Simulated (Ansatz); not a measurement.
Mo₃O₉⁻. Charge -1, multiplicity 4. Geometry PBE-D4/def2-SVP; atoms count from 1.

Cartesian coordinates in Å:
```
Mo -0.859 -0.773 -1.581
Mo 0.873 -1.755 0.294
Mo -0.271 1.493 0.981
O 0.543 3.297 0.334
O 2.391 -2.032 -0.466
O -1.555 1.600 2.077
O 0.771 -0.085 1.256
O 1.295 2.821 1.351
O -0.121 -0.790 -3.134
O 0.159 -3.095 1.101
O -2.331 -1.649 -1.452
O -0.895 0.967 -0.762
```

In the def2 sets Mo takes a core potential; there is no spin–orbit coupling. The structure holds one bond between oxygen atoms, so isomers without such links may lie far lower. At PBE0-D4/def2-SVP a doublet of charge -1 lies 1.67 eV below the quartet, each at its own geometry. The structure comes from a short search, and lower isomers may exist.

(1) Estimate the Mulliken populations from the PBE0/def2-SVP orbitals of Ansatz.

(2) Where does the spin sit?

(3) And the Mayer bond orders between heavy atoms (over 0.3)?

## Answers

(1) 
```tsv
atom	charge (e)	spin (α − β)	d electrons
Mo1	0.79	0.37	4.07
Mo2	0.77	0.51	4.10
Mo3	1.23	0.90	3.95
O4	-0.17	0.51	–
O5	-0.44	0.02	–
O6	-0.39	-0.05	–
O7	-0.66	0.07	–
O8	-0.17	0.52	–
O9	-0.44	0.03	–
O10	-0.44	0.02	–
O11	-0.43	0.02	–
O12	-0.66	0.06	–
```
Mulliken values depend strongly on the basis.

(2) Summed by element: Mo 1.79, O 1.21, of 3 unpaired in all. Largest on single atoms: Mo3 0.90, O8 0.52, Mo2 0.51.

(3) Mo1–Mo2 1.22 (2.73 Å); Mo1–O9 2.08 (1.72 Å); Mo1–O11 2.09 (1.72 Å); Mo1–O12 0.88 (1.92 Å); Mo2–O5 2.09 (1.72 Å); Mo2–O7 0.85 (1.93 Å); Mo2–O10 2.09 (1.72 Å); Mo3–O4 0.53 (2.08 Å); Mo3–O6 2.14 (1.69 Å); Mo3–O7 1.05 (1.91 Å); Mo3–O8 0.52 (2.09 Å); Mo3–O12 1.01 (1.92 Å); O4–O8 1.31 (1.35 Å).
